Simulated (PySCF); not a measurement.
A calculated (UHF, PySCF 2.14, x2c-TZVPall, the spin-free X2C one-electron Hamiltonian (Gaussian nucleus)) atom or ion has these occupied shells.

| shell | electrons | orbital energy (eV) | rms radius, mean of both spins (bohr) |
| --- | --- | --- | --- |
| 1s α | 1 | -8405.5 | 0.0624 |
| 1s β | 1 | -8405.5 | 0.0624 |
| 2s α | 1 | -1053.4 | 0.265 |
| 2s β | 1 | -1052.5 | 0.265 |
| 2p α | 3 | -902.83 | 0.238 |
| 2p β | 3 | -901.86 | 0.238 |
| 3s α | 1 | -139.76 | 0.800 |
| 3s β | 1 | -137.07 | 0.800 |
| 3p α | 3 | -94.308 | 0.857 |
| 3p β | 3 | -91.087 | 0.857 |
| 3d α | 5 | -21.530 | 1.20 |
| 3d β | 4 | -19.936 | 1.20 |

Problem. Name the element and its charge.

Solution. Ni⁺ (nickel, charge +1), in [Ar] 3d9, 2D determinant.
